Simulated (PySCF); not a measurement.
Computed IR spectrum (relative IR intensity) of a molecule C₂H₈ClNSi. Geometry: PBE-D3(BJ)/def2-SVP. One conformer was computed; it need not be the lowest. Computed with PBE-D3(BJ)/def2-SVP run with PySCF. Frequencies are harmonic and unscaled.

Lines under 2 % of the strongest are left out, and lines within 2 cm⁻¹ are merged.

ν (cm⁻¹): 166 (vw), 245 (vw), 295 (w), 462 (vw), 494 (vs), 643 (m), 706 (w), 751 (w), 768 (vw), 817 (s), 876 (m), 882 (s), 1218 (m), 1222 (w), 1388 (vw), 1502 (m), 3079 (vw), 3086 (vw), 3472 (w), 3563 (w) (against the strongest line: vs over 80 %, s over 45 %, m over 15 %, w over 4 %, vw less)

Question: Which molecule gave these data?
A. CNC[SiH2]Cl
B. C[Si](C)(N)Cl
C. C[Si@H](Cl)CN
D. CN(C)[SiH2]Cl

Answer: B, C[Si](C)(N)Cl
